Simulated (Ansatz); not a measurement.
Cost and result up the ladder for SbH2Et (C2H7Sb) (10 atoms). The state is a singlet with charge 0. Geometry: PBE0-D4/def2-SVP.

```xyz
10

C    -0.2884    0.5021    0.1228
C    -1.0565   -0.8065    0.1928
Sb    1.4736    0.3679   -1.1722
H     2.1641    1.8259   -0.5796
H     2.3645   -0.5607   -0.0319
H    -0.9126    1.3086   -0.2933
H     0.0490    0.8289    1.1168
H    -1.9589   -0.7066    0.8186
H    -1.3876   -1.1449   -0.8023
H    -0.4474   -1.6148    0.6283
```

Ansatz on 2 threads of Arm Neoverse V2 on a shared host. Times are rough, and most runs start from the orbitals of an earlier one. r2SCAN0-D4/def2-TZVP serves as the yardstick here, not as an exact answer. Differences are given only for rows in sets of like size (and for xTB, whose basis is part of the method), since another set adds its own error. Binding counts from free atoms at the same level (C triplet, Sb quartet, H doublet; other spins of the atoms weren't run), without zero-point energy or a counterpoise term.

In the def2 sets Sb takes a core potential; there is no spin–orbit coupling. Correlated methods freeze 6 core orbitals; core or outer-core shells of Sb are correlated, in sets that lack core-valence functions. Another isomer (singlet) lies 0.25 eV lower at PBE0-D4/def2-TZVP; other spin states weren't run for this one.

Correlated methods converge slowly with the basis.

```json
{"level": "PBE-D4/def2-SVP", "functions": "89", "wall time": "0.95 s"}
{"level": "PBE0-D4/def2-SVP", "functions": "89", "wall time": "1.1 s"}
{"level": "PBE-D4/def2-TZVP (with forces)", "functions": "154", "wall time": "2.1 s"}
{"level": "PBE0-D4/def2-TZVP", "functions": "154", "wall time": "2.3 s"}
{"level": "r2SCAN-D4/def2-TZVP", "functions": "154", "wall time": "3.7 s"}
{"level": "r2SCAN0-D4/def2-TZVP", "functions": "154", "wall time": "3.9 s"}
{"level": "B97M-V/def2-TZVP", "functions": "154", "wall time": "9 s"}
{"level": "CCSD(T)/def2-TZVP", "functions": "154", "wall time": "40 s"}
```

**Question.** Estimate what each level gives for the binding energy per atom (eV).

**Answer.** 
```tsv
level	binding energy per atom (eV)	difference from r2SCAN0-D4/def2-TZVP (eV)
PBE-D4/def2-SVP	3.46	–
PBE0-D4/def2-SVP	3.42	–
PBE-D4/def2-TZVP (with forces)	3.45	0.08
PBE0-D4/def2-TZVP	3.41	0.04
r2SCAN-D4/def2-TZVP	3.41	0.03
r2SCAN0-D4/def2-TZVP	3.37	0.00
B97M-V/def2-TZVP	3.43	0.06
CCSD(T)/def2-TZVP	3.28	-0.09
```
